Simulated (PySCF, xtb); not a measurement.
C4H6BF, SMILES FB(C#C)CC.

xtb with GFN2-xTB at its own geometry gives an orbital gap of 4.05 eV and a dipole moment of 1.53 D.

Coordinates come from a PBE-D3(BJ)/def2-SVP optimisation. The structure was generated by enumeration, and PubChem lists no compound with its InChIKey, so it may never have been made. One conformer was computed; it need not be the lowest.

What does PBE/def2-TZVP in PySCF give? (The exact figures need the calculation; the answer reports its results.)

gap 4.56 eV (levels -7.07 and -2.51 eV), dipole 1.51 D.
